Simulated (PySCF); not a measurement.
Isomers of C9H11OP, one GFN2-xTB conformer each. Single-point energies are computed at PBE0/pcSseg-1 (PySCF, gas phase, no added dispersion term), electronic only.

Task: Rank them by PBE0/pcSseg-1 energy, lowest first (kcal/mol).
A. `[CH3:1][C:2]1=[CH:3][CH2:4][CH2:5][P:6]1[c:7]1[cH:8][cH:9][cH:10][o:11]1` with C5–P6–C7–C8 -47°, C2–C3–C4–C5 18°, C3–C4–C5–P6 -26°, C4–C5–P6–C7 -73°, C1–C2–P6–C5 167°
B. `[CH3:1][O:2]/[CH:3]=[P:4]/[c:5]1[cH:6][cH:7][cH:8][c:9]([CH3:10])[cH:11]1` with C1–O2–C3–P4 -173°, C3–P4–C5–C6 46°
C. `[CH:1]#[C:2][CH2:3][P:4]([CH2:5][CH3:6])[c:7]1[cH:8][cH:9][cH:10][o:11]1` with C2–C3–P4–C5 69°, C3–P4–C5–C6 174°, C3–P4–C7–C8 138°
D. `[CH2:1]=[CH:2][P@:3]([CH3:4])(=[O:5])[c:6]1[cH:7][cH:8][cH:9][cH:10][cH:11]1` with C1–C2–P3–C4 125°, C2–P3–C6–C7 123°
E. `[OH:1][CH2:2][P:3]1[CH2:4][CH2:5][c:6]2[cH:7][cH:8][cH:9][cH:10][c:11]21` with H–O1–C2–P3 -63°, O1–C2–P3–C4 -71°, C2–P3–C4–C5 -77°, P3–C4–C5–C6 -23°, C4–C5–C6–C7 -165°, C2–P3–C11–C10 -94°
F. `[CH3:1][P@@:2]1(=[O:3])[CH2:4][CH2:5][c:6]2[cH:7][cH:8][cH:9][cH:10][c:11]21` with C1–P2–C4–C5 84°, P2–C4–C5–C6 28°, C4–C5–C6–C7 160°, C1–P2–C11–C10 87°

Result: F (0.0), D (24.6), E (26.9), A (51.1), B (54.3), C (87.0).

As drawn, the lowest has a P=O bond, which the highest lacks; the highest has a C≡C bond, which the lowest lacks. Neighbours under 2.5 kcal/mol apart (C=C[P@](C)(=O)c1ccccc1 and OCP1CCc2ccccc21) can change places with a better method, another conformer or zero-point energy. GFN2-xTB itself gives, in the same order: 0.0, 33.5, 43.5, 53.4, 67.6, 91.0. Both levels put the same isomer lowest; measured from each level's own lowest isomer, the values differ by up to 16.6 kcal/mol (OCP1CCc2ccccc21: 43.5 against 26.9).

Task: Which frontier levels, dipoles and rotational constants go with these structures?

Result: 
```
                SMILES  HOMO (eV, PBE0/pcSseg-1)  LUMO (eV)  dipole (D)       A, B, C (MHz)
C[P@@]1(=O)CCc2ccccc21                     -7.34      -0.83        4.41  1778, 810.5, 655.1
C=C[P@](C)(=O)c1ccccc1                     -7.58      -0.95        3.73  1806, 628.1, 610.2
       OCP1CCc2ccccc21                     -6.50      -0.49        0.91  1915, 695.2, 595.3
      CC1=CCCP1c1ccco1                     -6.03       0.08        1.64  1591, 828.2, 685.0
    CO/C=P/c1cccc(C)c1                     -6.08      -1.21        2.86  2386, 437.5, 396.0
      C#CCP(CC)c1ccco1                     -6.76      -0.41        1.72  1666, 622.6, 528.1
```
